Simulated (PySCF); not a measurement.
BrH, SMILES Br (connectivity only; charge and spin as stated), charge +1, multiplicity 2.

Coordinates come from a B3LYP-D3(BJ)/def2-TZVPD optimisation. The spin state was assumed, not searched.

These are ωB97X/def2-TZVPD (PySCF) values and carry that method's errors.

The molecule is in vacuum.

```yaml
total_energy: -2574.35720 hartree
point_group: C∞v
"α spin, highest occupied and lowest empty level": -20.47 and -5.88 eV
"β spin, highest occupied and lowest empty level": -20.03 and -12.44 eV
dipole_moment_about_the_centre_of_nuclear_charge: 1.46 D
"⟨S²⟩": 0.753 (pure state 0.75)
```
